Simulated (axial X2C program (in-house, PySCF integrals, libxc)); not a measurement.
## RbSr: from Re and ωe to a spectrum

A bond curve at the PBE0 level, with spin–orbit coupling, was computed with an in-house relativistic program for diatomic molecules (basis Sr dyall-cv3z [13s12p8d5f1g], Rb dyall-cv3z [12s13p8d4f1g] (cores contracted in-house)) for the state Ω = 1/2 (⟨Sz⟩ = 0.50, ⟨Lz⟩ = 0.00 at PBE0). Its fit gives Re = 4.6313 Å, ωe = 44.9 cm⁻¹, ωexe = 0.279 cm⁻¹ and αe = 1.202e-04 cm⁻¹; the masses are 87.9056 and 84.9118 u. Two-component means X2C with spin–orbit coupling and atomic mean-field Coulomb and Gaunt terms.

**Question.** Find the reduced mass, Be and the force constant.

**Answer.** From the PBE0 values: μ = 43.1914 u. Be = 16.8576/(μ Re²) = 0.0182 cm⁻¹. k = 5.8918×10⁻⁷ μ ωe² = 0.0513 mdyn/Å.

**Question.** Estimate the centrifugal constant by the Kratzer relation.

**Answer.** D = 4Be³/ωe² = 1.20e-08 cm⁻¹.

**Question.** A Morse curve ties αe to the other constants (Pekeris). How well does that hold?

**Answer.** αe(Morse) = 6Be²/ωe × (√(ωexe/Be) − 1) = 1.290e-04 cm⁻¹; the PBE0 curve gives 1.202e-04 cm⁻¹, a ratio of 1.07.

**Question.** Where do the fundamental and the first overtone lie?

**Answer.** ν(1←0) = ωe − 2ωexe = 44.3 cm⁻¹; ν(2←0) = 2ωe − 6ωexe = 88.1 cm⁻¹.

**Question.** Estimate De from a Morse curve and compare with the computed well depth of 0.193 eV to Sr + Rb.

**Answer.** De(Morse) = ωe²/(4ωexe) = 0.224 eV against 0.193 eV computed, a ratio of 1.16. The extrapolation overshoots: the well softens faster than a Morse curve, or the lowest atomic limit lies below the one to which the curve heads.

Occupations by symmetry block were frozen at the best pattern of an incomplete PBE0 search. De is counted from the lowest determinant-based energies of the atoms at the same level, without counterpoise correction. Density functionals use the spin component along the axis (collinear). The levels of this run spread widely (ωe from 34 to 45 cm⁻¹), so these constants depend on the method. The bond is weak, and without diffuse functions and with truncated virtuals even CCSD(T) can be tens of per cent off in De.
